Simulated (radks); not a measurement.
Values are calculated unless marked as measured or tabulated.
Question: The arsenic ion As5+ is in [Ar] 3d10. Code: a radial shooting solver on a logarithmic mesh with Libxc functionals. Model: scalar-relativistic Kohn-Sham, r2SCAN, spin-polarised, spherical densities, finite nucleus; meta-GGA in the generalised Kohn-Sham scheme; Fermi nuclear charge, rms radius of each element as measured or else 0.836 A^(1/3) + 0.57 fm. Open shells are filled with parallel spins first. One electron is removed from 3p, 3d, 2p, 3s in turn, with full relaxation. Which removal costs least, and what does each cost?

Answer: 3d 121.89 eV; 3p 218.57 eV; 3s 277.30 eV; 2p 1418.8 eV. The 3d electron leaves first.
